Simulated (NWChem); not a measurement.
The numbers come from NWChem runs, not from measurements. System: CH3Li, charge 0, spin multiplicity 1, at a geometry optimised with PBE0/def2-SVP. The structure started from a generated list of species. Level: CCSD(T)/3-21G, 1 core orbitals frozen.

Output (cleaned and shortened):

```
             Northwest Computational Chemistry Package (NWChem) 7.3.0
             --------------------------------------------------------

                                NWChem Input Module
                                -------------------

 Scaling coordinates for geometry "geometry" by  1.889725989
 (inverse scale =  0.529177249)

 Turning off AUTOSYM since
 SYMMETRY directive was detected!

                             Geometry "geometry" -> ""
                             -------------------------

 Output coordinates in angstroms (scale by  1.889725989 to convert to a.u.)

  No.       Tag          Charge          X              Y              Z
 ---- ---------------- ---------- -------------- -------------- --------------
    1 Li                   3.0000     0.92872300    -1.29073900     0.00000000
    2 C                    6.0000    -0.22310600     0.31007500     0.00000000
    3 H                    1.0000    -0.89485700     0.37388600     0.87987900
    4 H                    1.0000    -0.89485700     0.37388600    -0.87987900
    5 H                    1.0000     0.34218000     1.26399400     0.00000000

 Effective nuclear repulsion energy (a.u.)      16.1392696152

            Nuclear Dipole moment (a.u.)
            ----------------------------
        X                 Y               Z
 ---------------- ---------------- ----------------
    -0.0000018897    -0.0000018897     0.0000000000

      Symmetry information
      --------------------

 Group name             Cs
 Group number              2
 Group order               2
 No. of unique centers     4

      Symmetry unique atoms

     1    2    3    5


 Summary of "ao basis" -> "" (spherical)
 ------------------------------------------------------------------------------
       Tag                 Description            Shells   Functions and Types
 ---------------- ------------------------------  ------  ---------------------
 *                           3-21g                    on all atoms

 Summary of "ao basis" -> "ao basis" (spherical)
 ------------------------------------------------------------------------------
       Tag                 Description            Shells   Functions and Types
 ---------------- ------------------------------  ------  ---------------------
 Li                          3-21g                   5        9   3s2p
 C                           3-21g                   5        9   3s2p
 H                           3-21g                   2        2   2s

                                 NWChem SCF Module
                                 -----------------

  ao basis        = "ao basis"
  functions       =    24
  atoms           =     5
  closed shells   =     6
  open shells     =     0
  charge          =   0.00
  wavefunction    = RHF
  use symmetry    = T
  symmetry adapt  = T

 Summary of "ao basis" -> "ao basis" (spherical)
 ------------------------------------------------------------------------------
       Tag                 Description            Shells   Functions and Types
 ---------------- ------------------------------  ------  ---------------------
 Li                          3-21g                   5        9   3s2p
 C                           3-21g                   5        9   3s2p
 H                           3-21g                   2        2   2s

      Symmetry analysis of basis
      --------------------------

        a'         18
        a"          6

 Forming initial guess at       0.0s

      Superposition of Atomic Density Guess
      -------------------------------------

 Sum of atomic energies:         -46.33386843

      Non-variational initial energy
      ------------------------------

 Total energy =     -46.717818
 1-e energy   =     -92.764969
 2-e energy   =      29.907881
 HOMO         =      -0.290539
 LUMO         =      -0.044288

      Symmetry analysis of molecular orbitals - initial
      -------------------------------------------------

  Numbering of irreducible representations:

     1 a'          2 a"

  Orbital symmetries:

     1 a'          2 a'          3 a'          4 a"          5 a'
     6 a'          7 a'          8 a'          9 a"         10 a'
    11 a'         12 a"         13 a'         14 a"         15 a'
[...]
              the segmented parallel ccsd program:    1 nodes
 ****************************************************************************

 level of theory    ccsd(t)
 number of core         1
 number of occupied     5
 number of virtual     18
 number of deleted      0
 total functions       24
 number of shells      16
 basis label          566

   ***** ccsd parameters *****
   iprt   =     0
   convi  =  0.100E-05
   maxit  =    60
   mxvec  =     5
 memory            104855580
  Using  1 OpenMP thread(s) in CCSD
  IO offset    20.000000000000000
  IO error message >End of File
  file_read_ga: failing reading from ./mol.t2
  Failed reading restart vector from ./mol.t2
  Using MP2 initial guess vector

-------------------------------------------------------------------------
 iter     correlation     delta       rms       T2     Non-T2      Main
             energy      energy      error      ampl     ampl      Block
                                                time     time      time
-------------------------------------------------------------------------
   1     -0.1120124607 -1.120D-01  5.920D-02     0.09     0.00     0.09
   2     -0.1160669232 -4.054D-03  4.670D-02     0.09     0.00     0.09
   3     -0.1178454704 -1.779D-03  6.351D-03     0.09     0.00     0.09
   4     -0.1185544007 -7.089D-04  4.900D-03     0.09     0.00     0.09
   5     -0.1187514253 -1.970D-04  1.977D-03     0.09     0.00     0.09
   6     -0.1187231260  2.830D-05  5.742D-04     0.09     0.00     0.09
   7     -0.1187124980  1.063D-05  1.452D-04     0.09     0.00     0.09
   8     -0.1187000750  1.242D-05  6.225D-05     0.09     0.00     0.09
   9     -0.1186997762  2.988D-07  2.518D-05     0.09     0.00     0.09
  10     -0.1187009304 -1.154D-06  1.361D-05     0.09     0.00     0.09
  11     -0.1187018742 -9.437D-07  4.995D-06     0.09     0.00     0.09
  12     -0.1187021325 -2.584D-07  2.137D-06     0.09     0.00     0.09
  13     -0.1187021680 -3.551D-08  1.806D-06     0.09     0.00     0.09
  14     -0.1187021848 -1.679D-08  2.310D-07     0.09     0.00     0.09
                  *************converged*************
-------------------------------------------------------------------------

 -----------
 CCSD Energy
 -----------
 Reference energy:             -46.751830930910600
 CCSD corr. energy:             -0.118702184813338
 Total CCSD energy:            -46.870533115723937

 --------------------------------
 Spin Component Scaled (SCS) CCSD
 --------------------------------
 Same spin contribution:                 -0.015822300259014
 Same spin scaling factor:                1.130000000000000
 Opposite spin contribution:             -0.102879884554324
 Opposite spin scaling fact.:             1.270000000000000
 SCS-CCSD correlation energy:            -0.148536652676678
 Total SCS-CCSD energy:                 -46.900367583587276
 memory            104855580

*********triples calculation*********

nkpass=    1; nvpass=    1; memdrv=          12222; memtrn=         162375; memavail=      104855476
 memory available/node                      104855476
 total number of virtual orbitals        18
 number of virtuals per integral pass    18
 number of integral evaluations           1
 number of occupied per triples pass      5
 number of triples passes                 1

 commencing integral evaluation        1 at           1.35
  symmetry use  T
task         2 out of       136 done   1%  at       0.0 secs
task         7 out of       136 done   5%  at       0.0 secs
task        14 out of       136 done  10%  at       0.0 secs
task        21 out of       136 done  15%  at       0.0 secs
task        28 out of       136 done  20%  at       0.0 secs
task        34 out of       136 done  25%  at       0.0 secs
task        47 out of       136 done  34%  at       0.0 secs
task        48 out of       136 done  35%  at       0.0 secs
task        55 out of       136 done  40%  at       0.0 secs
task        62 out of       136 done  45%  at       0.0 secs
task        77 out of       136 done  56%  at       0.0 secs
task        82 out of       136 done  60%  at       0.0 secs
task        89 out of       136 done  65%  at       0.0 secs
task        96 out of       136 done  70%  at       0.0 secs
task       102 out of       136 done  75%  at       0.0 secs
task       109 out of       136 done  80%  at       0.0 secs
task       116 out of       136 done  85%  at       0.1 secs
task       123 out of       136 done  90%  at       0.1 secs
task       131 out of       136 done  96%  at       0.1 secs
task       136 out of       136 done 100%  at       0.1 secs
 commencing triples evaluation - blocking       1
 ccsd(t): done        1 out of       18 progress:    5.6%
 ccsd(t): done        2 out of       18 progress:   11.1%
 ccsd(t): done        3 out of       18 progress:   16.7%
 ccsd(t): done        4 out of       18 progress:   22.2%
 ccsd(t): done        5 out of       18 progress:   27.8%
 ccsd(t): done        6 out of       18 progress:   33.3%
 ccsd(t): done        7 out of       18 progress:   38.9%
 ccsd(t): done        8 out of       18 progress:   44.4%
 ccsd(t): done        9 out of       18 progress:   50.0%
 ccsd(t): done       10 out of       18 progress:   55.6%
 ccsd(t): done       11 out of       18 progress:   61.1%
 ccsd(t): done       12 out of       18 progress:   66.7%
 ccsd(t): done       13 out of       18 progress:   72.2%
 ccsd(t): done       14 out of       18 progress:   77.8%
 ccsd(t): done       15 out of       18 progress:   83.3%
 ccsd(t): done       16 out of       18 progress:   88.9%
 ccsd(t): done       17 out of       18 progress:   94.4%
 ccsd(t): done       18 out of       18 progress:  100.0%
 Time for integral evaluation pass     1        0.06
 Time for triples evaluation pass      1        0.02

 pseudo-e(mp4)  -0.29597180847528E-02
 pseudo-e(mp5)   0.25621352266059E-03
        e(t)    -0.27035045620922E-02

 --------------
 CCSD(T) Energy
 --------------
 Reference energy:                     -46.751830930910600

 CCSD corr. energy:                     -0.118702184813338
 T(CCSD) corr. energy:                  -0.002959718084753
 Total CCSD+T(CCSD) energy:            -46.873492833808690

 CCSD corr. energy:                     -0.118702184813338
 (T) corr. energy:                      -0.002703504562092
 Total CCSD(T) energy:                 -46.873236620286029

 routine      calls  cpu(0)   cpu-min  cpu-ave  cpu-max   i/o
 aoccsd          1     0.00     0.00     0.00     0.00    0.00
 iterdrv         1     0.01     0.01     0.01     0.01    0.00
 pampt          14     0.01     0.01     0.01     0.01    0.00
 t2pm           14     0.01     0.01     0.01     0.01    0.00
 sxy            14     0.04     0.04     0.04     0.04    0.00
 ints       258944     1.02     1.02     1.02     1.02    0.00
 t2eri        1904     0.06     0.06     0.06     0.06    0.00
 idx2         1904     0.06     0.06     0.06     0.06    0.00
 idx34          14     0.00     0.00     0.00     0.00    0.00
 ht2pm          14     0.02     0.02     0.02     0.02    0.00
 itm            14     0.04     0.04     0.04     0.04    0.00
 pdiis          14     0.00     0.00     0.00     0.00    0.00
 triples         1     0.00     0.00     0.00     0.00    0.00
 rdtrpo          1     0.00     0.00     0.00     0.00    0.00
 trpmos          1     0.06     0.06     0.06     0.06    0.00
 trpdrv          1     0.01     0.01     0.01     0.01    0.00
 dovvv        2700     0.00     0.00     0.00     0.00    0.00
 doooo        2700     0.00     0.00     0.00     0.00    0.00
 tengy        2250     0.01     0.01     0.01     0.01    0.00
 Total                 1.34     1.34     1.34     1.34    0.00

 Task  times  cpu:        1.5s     wall:        1.5s

 Total times  cpu:        1.5s     wall:        1.5s
```

**Question.** Write an NWChem input that would produce this output.

**Answer.** This is not unique; one that fits is 
```
start mol
memory heap 100 mb stack 700 mb global 1900 mb
geometry units angstroms nocenter noautoz
  Li     0.928723    -1.290739     0.000000
  C     -0.223106     0.310075     0.000000
  H     -0.894857     0.373886     0.879879
  H     -0.894857     0.373886    -0.879879
  H      0.342180     1.263994     0.000000
  symmetry group Cs
end
basis spherical
  * library 3-21g
end
scf
  rhf
  nopen 0
  maxiter 100
  thresh 1e-7
  semidirect memsize 60000000 filesize 0
end
ccsd
  freeze core 1
  maxiter 60
end
task ccsd(t) energy
```
